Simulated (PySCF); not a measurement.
## Gas-phase XPS of (F2B-mu-NH2)2, computed

(F2B-mu-NH2)2.
Z-matrix (Å and degrees, PBE0-D3(BJ)/def2-SVP geometry), rows numbered from 1:
```
B 
F   1  1.3618
F   1  1.3624  2  116.05
N   1  1.5974  2  111.36  3  -129.25
B   4  1.5975  1   87.68  2  -113.61
F   5  1.3617  4  111.70  1   114.03
F   5  1.3620  4  111.31  1  -114.40
N   1  1.5975  2  111.30  3   129.25
H   4  1.0186  1  114.48  2     2.54
H   4  1.0185  1  114.59  2   130.59
H   8  1.0184  1  114.62  2  -130.48
H   8  1.0186  1  114.44  2    -2.41
```

Level of theory: PySCF 2.14.0, delta-SCF UKS SCAN, pcX-2 on the ionised atom, pcseg-1 elsewhere, spin-free X2C. Binding energies are ΔSCF values: E(core-ionised, relaxed orbitals) − E(ground state) at a fixed geometry, referred to the vacuum level.

Question: What binding energy does each computed site have?

Answer: 
```json
{"atom(s)": "B1/B5", "environment": "boron bonded to 2 F and 2 N", "level": "B 1s", "binding energy (eV)": "199.46", "count": "2"}
{"atom(s)": "F2/F3/F6/F7", "environment": "fluorine bonded to B", "level": "F 1s", "binding energy (eV)": "692.62", "count": "4"}
{"atom(s)": "N4/N8", "environment": "nitrogen bonded to 2 B and 2 H", "level": "N 1s", "binding energy (eV)": "406.96", "count": "2"}
```

Question: Which photon energy gives electrons from B 1s of B1/B5 a kinetic energy of 200 eV, and what is their de Broglie wavelength?

Answer: hν = 199.46 + 200 = 399.46 eV, recoil neglected; λ = 12.264 Å/√(E/eV) = 0.87 Å.

Question: Which effective nuclear charge Zeff reproduces each element's mean 1s value in the hydrogen-like formula E = 13.606 eV × Zeff²?

Answer: B (Z = 5): mean 199.5 eV, Zeff = 3.83, Z − Zeff = 1.17; N (Z = 7): mean 407.0 eV, Zeff = 5.47, Z − Zeff = 1.53; F (Z = 9): mean 692.6 eV, Zeff = 7.13, Z − Zeff = 1.87. Means run over the listed sites, weighted by atom count.

Atoms equivalent by their bonding share one computed value, that of the first of them. Isolated species at its PBE0-D3(BJ)/def2-SVP geometry (one conformer only).
